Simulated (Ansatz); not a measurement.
The same substitution along the group B, Al, In.

Computed with Ansatz on PBE0-D4/def2-TZVP structures; ΔE is electronic, products minus reactants. CCSD(T)/CBS is the MP2 limit (def2-TZVPP, def2-QZVPP) plus CCSD(T) − MP2 in def2-TZVPP, frozen cores. This one scheme is used for every species. DFT in def2-TZVPP. Elements past krypton have def2 core potentials. For In outer-core shells are correlated without core-valence functions, which leaves a few kJ/mol of doubt a bond. One conformer a species, not always the lowest.

| reaction | r2SCAN-D4 (kJ/mol) | CCSD(T)/CBS(def2) (kJ/mol) |
| --- | --- | --- |
| `COB(C)O` + `O[Si]1(Cl)CO1` → `CO[Si]1(Cl)CO1` + `CB(O)O` | 13 | 12 |
| `C[O][Al]([CH3])[OH]` + `O[Si]1(Cl)CO1` → `CO[Si]1(Cl)CO1` + `[CH3][Al]([OH])[OH]` | -3 | -6 |
| `C[O][In]([CH3])[OH]` + `O[Si]1(Cl)CO1` → `CO[Si]1(Cl)CO1` + `[CH3][In]([OH])[OH]` | -6 | -8 |

Largest T1 diagnostic: 0.016, for `[CH3][In]([OH])[OH]`.
